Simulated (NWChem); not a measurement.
CH$_{2}$NO cation; SMILES [NH2+]=C=O

```xyz
5

N      0.0000     0.0000     1.1208
C      0.0000     0.0000    -0.1480
O      0.0000     0.0000    -1.2752
H      0.0000     0.8859     1.6425
H      0.0000    -0.8859     1.6425
```
Atoms are numbered in this order, from 1.

Program: NWChem. Geometry optimised at PBE0/def2-SVP; all other runs use it. Pople sets run with spherical d functions.

| quantity | level | value |
|---|---|---|
| first state with f > 0.002 (eV), C K edge, unshifted | B3LYP/cc-pVTZ, TDA | 277.8 |
| solvation free energy (kcal/mol) in toluene | PBE/6-31G*, SMD | -44.3 |
| isotropic polarisability (bohr³), static | B3LYP/Sadlej pVTZ | 18.6 |
| orbital gap (eV) | CAM-B3LYP/6-31G* | 11.32 |
| highest harmonic frequency (cm⁻¹) | PBE0/def2-SVP | 3561 |
